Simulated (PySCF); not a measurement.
CaO, SMILES [O]=[Ca].

Coordinates come from a PBE0-D3(BJ)/def2-TZVPD optimisation.

Level of theory: HF/def2-TZVPD (PySCF).

Computed frontier levels, gap, dipole moment and polarisability:
| Quantity | Value |
|---|---|
| highest occupied level | -7.73 eV |
| lowest empty level | -0.59 eV |
| orbital gap | 7.14 eV |
| dipole moment | 11.22 D |
| quadrupole, principal values (traceless, Buckingham form, about the centre of nuclear charge) | -8.88, 4.44, 4.44 D·Å |
| mean static polarisability | 31.8 bohr³ (4.71 Å³) |
| polarisability, principal values | 24.6, 24.6, 46.1 bohr³ |
